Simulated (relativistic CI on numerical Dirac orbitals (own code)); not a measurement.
Slater and spin-orbit integrals, Ba XX

Calculated at this level of theory: Dirac-Coulomb-Breit CI, separate exchange-only KLI orbitals for each configuration, model QED (radiative potential, 1s self-energy scaled to tabulated hydrogen-like ionisation energies), unscaled Slater integrals (own radial code, finite nucleus).

Slater integrals F^k, G^k are unscaled and averaged over j, outside the closed core [Ar] 3d10; ζ comes from projecting the Hamiltonian with its Breit term on Σ l·s of the shell.

- 4s2.4p6.4d: ζ(4d) = 11594 cm⁻¹; <r>(4d) = 0.6774, <r^2>(4d) = 0.5237 (bohr units).
- 4s2.4p5.4d2: ζ(4p) = 100520, F^2(4d,4d) = 149690, F^4(4d,4d) = 101670, F^2(4p,4d) = 153370, G^1(4p,4d) = 193280, G^3(4p,4d) = 122850, ζ(4d) = 11549 cm⁻¹; <r>(4p) = 0.6517, <r^2>(4p) = 0.4795, <r>(4d) = 0.6772, <r^2>(4d) = 0.5234 (bohr units).
- 4s2.4p6.4f: ζ(4f) = 1100.2 cm⁻¹; <r>(4f) = 0.6849, <r^2>(4f) = 0.5356 (bohr units).

Task: Give the Racah parameters of the d shell in 4s2.4p5.4d2.

Result: B = F²/49 − 5F⁴/441 = 1902 cm⁻¹ and C = 35F⁴/441 = 8069 cm⁻¹.

Averages of the first 10 configurations, taken without configuration mixing, which lowers the lowest level and can move excited configurations by several eV; other configurations of the list can lie among them:

```json
{"Configuration": "4s2.4p6.4d", "Parity": "even", "States": "10", "Average energy above the lowest level (eV)": "3.9"}
{"Configuration": "4s2.4p5.4d2", "Parity": "odd", "States": "270", "Average energy above the lowest level (eV)": "105.5"}
{"Configuration": "4s2.4p6.4f", "Parity": "odd", "States": "14", "Average energy above the lowest level (eV)": "116.9"}
{"Configuration": "4s.4p6.4d2", "Parity": "even", "States": "90", "Average energy above the lowest level (eV)": "182.1"}
{"Configuration": "4s2.4p5.4d.4f", "Parity": "even", "States": "840", "Average energy above the lowest level (eV)": "216.9"}
{"Configuration": "4s2.4p6.5s", "Parity": "even", "States": "2", "Average energy above the lowest level (eV)": "159.8"}
{"Configuration": "4s.4p6.4d.4f", "Parity": "odd", "States": "280", "Average energy above the lowest level (eV)": "293.7"}
{"Configuration": "4s2.4p6.5p", "Parity": "odd", "States": "6", "Average energy above the lowest level (eV)": "188.7"}
{"Configuration": "4s2.4p6.5d", "Parity": "even", "States": "10", "Average energy above the lowest level (eV)": "231.8"}
{"Configuration": "4s2.4p5.4d.5s", "Parity": "odd", "States": "120", "Average energy above the lowest level (eV)": "260.7"}
```
